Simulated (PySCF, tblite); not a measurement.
Compound: C8H11 (charge +1).
SMILES with atom numbers: `[CH2:1]=[C:2]([CH3:3])[C+:4]1[CH:5]=[CH:6][CH2:7][CH2:8]1` (hydrogens: H9, H10 on C1; H11, H12, H13 on C3; H14 on C5; H15 on C6; H16, H17 on C7; H18, H19 on C8)
Bond orders are those of one Lewis drawing.

Computed with GFN2-xTB (tblite), gas phase: nudged elastic band of 9 images (0 to 8), spring 0.2 eV/Å², climbing image at the end, force threshold 0.05 eV/Å. No saddle search or frequency run followed, so the top image need not be a first-order saddle, and its height can exceed the method's true barrier by a kcal/mol or more.

Path: rotation about C2–C4 (carbon bonded to 3 C, carbon bonded to 3 C), followed by the dihedral C3–C2–C4–C8.

Image 0 (start, dihedral 3°):
```
atom  x, y, z in Å
C1     -2.098    1.307    0.381
C2     -1.381    0.202    0.076
C3     -2.059   -1.085   -0.277
C4      0.049    0.229    0.072
C5      0.893    1.303    0.417
C6      2.199    0.932    0.281
C7      2.323   -0.455   -0.178
C8      0.879   -0.931   -0.316
H9     -3.175    1.283    0.372
H10    -1.646    2.250    0.635
H11    -1.795   -1.399   -1.285
H12    -1.765   -1.876    0.411
H13    -3.138   -0.976   -0.227
H14     0.566    2.273    0.744
H15     3.049    1.563    0.483
H16     2.906   -1.051    0.531
H17     2.883   -0.507   -1.117
H18     0.639   -1.258   -1.332
H19     0.663   -1.793    0.323
```

Image 8 (end, +0.029 eV, dihedral -178°):
```
atom  x, y, z in Å
C1     -2.016    0.137   -1.256
C2     -1.383   -0.019   -0.072
C3     -2.157   -0.216    1.194
C4      0.047   -0.004    0.001
C5      0.796   -0.205    1.176
C6      2.131   -0.126    0.900
C7      2.374    0.147   -0.518
C8      0.976    0.228   -1.131
H9     -3.092    0.122   -1.310
H10    -1.496    0.272   -2.190
H11    -1.917   -1.177    1.645
H12    -1.924    0.566    1.915
H13    -3.224   -0.191    0.995
H14     0.379   -0.395    2.147
H15     2.924   -0.246    1.620
H16     2.995   -0.636   -0.966
H17     2.951    1.069   -0.644
H18     0.792    1.199   -1.598
H19     0.835   -0.517   -1.917
```

Task: What do the inner images look like?

Result: 
Image 1: +0.033 eV, dihedral 22°
```
atom  x, y, z in Å
C1     -2.087    1.348    0.136
C2     -1.383    0.199    0.072
C3     -2.066   -1.129   -0.040
C4      0.048    0.222    0.065
C5      0.885    1.224    0.592
C6      2.194    0.868    0.434
C7      2.324   -0.418   -0.258
C8      0.883   -0.861   -0.497
H9     -3.163    1.336    0.098
H10    -1.620    2.318    0.161
H11    -1.769   -1.653   -0.946
H12    -1.807   -1.755    0.813
H13    -3.143   -1.003   -0.055
H14     0.544    2.116    1.085
H15     3.042    1.440    0.773
H16     2.901   -1.133    0.337
H17     2.896   -0.297   -1.185
H18     0.656   -0.991   -1.560
H19     0.656   -1.823   -0.031
```

Image 2: +0.152 eV, dihedral 44°
```
atom  x, y, z in Å
C1     -2.070    1.336   -0.132
C2     -1.387    0.195    0.058
C3     -2.080   -1.127    0.208
C4      0.049    0.203    0.067
C5      0.872    1.102    0.767
C6      2.185    0.776    0.574
C7      2.329   -0.366   -0.334
C8      0.893   -0.761   -0.669
H9     -3.143    1.323   -0.221
H10    -1.584    2.281   -0.303
H11    -1.770   -1.835   -0.555
H12    -1.843   -1.550    1.184
H13    -3.155   -0.996    0.144
H14     0.509    1.886    1.407
H15     3.027    1.273    1.027
H16     2.901   -1.175    0.129
H17     2.913   -0.080   -1.216
H18     0.676   -0.682   -1.740
H19     0.668   -1.796   -0.402
```

Image 3: +0.321 eV, dihedral 68°
```
atom  x, y, z in Å
C1     -2.056    1.262   -0.412
C2     -1.396    0.189    0.025
C3     -2.094   -1.073    0.451
C4      0.052    0.178    0.069
C5      0.858    0.932    0.933
C6      2.177    0.656    0.695
C7      2.336   -0.302   -0.401
C8      0.906   -0.632   -0.820
H9     -3.127    1.240   -0.510
H10    -1.555    2.147   -0.760
H11    -1.773   -1.930   -0.135
H12    -1.877   -1.275    1.499
H13    -3.166   -0.949    0.337
H14     0.481    1.589    1.697
H15     3.011    1.075    1.235
H16     2.909   -1.179   -0.083
H17     2.929    0.137   -1.211
H18     0.698   -0.356   -1.860
H19     0.677   -1.699   -0.758
```

Image 4 (top): +0.386 eV, dihedral 94°
```
atom  x, y, z in Å
C1     -2.036    1.111   -0.697
C2     -1.399    0.164   -0.022
C3     -2.108   -0.965    0.678
C4      0.053    0.145    0.071
C5      0.840    0.702    1.086
C6      2.167    0.521    0.791
C7      2.344   -0.220   -0.459
C8      0.920   -0.470   -0.947
H9     -3.110    1.121   -0.746
H10    -1.520    1.918   -1.187
H11    -1.790   -1.923    0.269
H12    -1.901   -0.966    1.746
H13    -3.178   -0.858    0.524
H14     0.454    1.222    1.945
H15     2.993    0.880    1.384
H16     2.910   -1.142   -0.286
H17     2.952    0.346   -1.172
H18     0.718   -0.044   -1.935
H19     0.683   -1.534   -1.050
```

Image 5: +0.257 eV, dihedral 118°
```
atom  x, y, z in Å
C1     -2.007    0.899   -0.925
C2     -1.389    0.108   -0.042
C3     -2.137   -0.813    0.876
C4      0.051    0.109    0.063
C5      0.826    0.463    1.177
C6      2.155    0.374    0.859
C7      2.352   -0.122   -0.506
C8      0.936   -0.291   -1.046
H9     -3.082    0.940   -0.963
H10    -1.476    1.593   -1.552
H11    -1.834   -1.841    0.682
H12    -1.939   -0.599    1.923
H13    -3.204   -0.726    0.690
H14     0.432    0.815    2.113
H15     2.973    0.639    1.510
H16     2.916   -1.062   -0.492
H17     2.967    0.562   -1.098
H18     0.738    0.289   -1.952
H19     0.711   -1.327   -1.323
```

Image 6: +0.129 eV, dihedral 140°
```
atom  x, y, z in Å
C1     -1.994    0.662   -1.084
C2     -1.382    0.056   -0.050
C3     -2.162   -0.632    1.030
C4      0.050    0.069    0.049
C5      0.819    0.230    1.214
C6      2.149    0.213    0.898
C7      2.361   -0.028   -0.532
C8      0.951   -0.117   -1.107
H9     -3.068    0.699   -1.143
H10    -1.457    1.207   -1.841
H11    -1.875   -1.682    1.073
H12    -1.975   -0.195    2.007
H13    -3.224   -0.574    0.818
H14     0.420    0.396    2.199
H15     2.959    0.361    1.593
H16     2.939   -0.946   -0.685
H17     2.967    0.763   -0.986
H18     0.765    0.617   -1.895
H19     0.748   -1.089   -1.568
```

Image 7: +0.057 eV, dihedral 162°
```
atom  x, y, z in Å
C1     -1.991    0.405   -1.191
C2     -1.381    0.011   -0.052
C3     -2.176   -0.430    1.137
C4      0.049    0.026    0.035
C5      0.815    0.000    1.215
C6      2.147    0.045    0.909
C7      2.368    0.065   -0.539
C8      0.961    0.056   -1.132
H9     -3.064    0.426   -1.266
H10    -1.450    0.754   -2.055
H11    -1.909   -1.449    1.410
H12    -1.994    0.210    1.996
H13    -3.238   -0.403    0.910
H14     0.414   -0.025    2.212
H15     2.953    0.068    1.624
H16     2.966   -0.798   -0.851
H17     2.957    0.937   -0.840
H18     0.781    0.927   -1.765
H19     0.783   -0.818   -1.765
```

The largest changes of bonds and angles from start to top: C1=C2 1.352 → 1.326 Å, C2–C4 1.431 → 1.455 Å, C2–C3 1.496 → 1.506 Å, C4–C5 1.409 → 1.400 Å, C3–C2–C4 118.0 → 115.5°, C1–C2–C3 121.0 → 123.1°, C2–C3–H13 110.7 → 108.9°. GFN2-xTB torsional profiles can miss by a kcal/mol or more and can put conformers in the wrong order.

Task: What do single points at PBE0/pcSseg-1 (PySCF, no dispersion term) give on some images?

Result: 
| image | GFN2-xTB E (eV) | DFT E (eV) | HOMO (eV) | LUMO (eV) |
| --- | --- | --- | --- | --- |
| 0 | 0.000 | 0.000 | -12.35 | -8.09 |
| 2 | 0.152 | 0.177 | -12.20 | -8.09 |
| 4 | 0.386 | 0.462 | -11.81 | -8.25 |
| 6 | 0.129 | 0.147 | -12.25 | -8.09 |
| 8 | 0.029 | 0.000 | -12.40 | -8.20 |

Energies count from image 0 at each level. At the GFN2-xTB top the DFT energy is 10.7 kcal/mol against 8.9; the geometries weren't optimised at the DFT level.

What follows is the cost of the whole band run. Time: 2.1 s wall; peak memory 0.19 GiB. Hardware: one thread of an Intel Xeon 6975P-C, shared host.
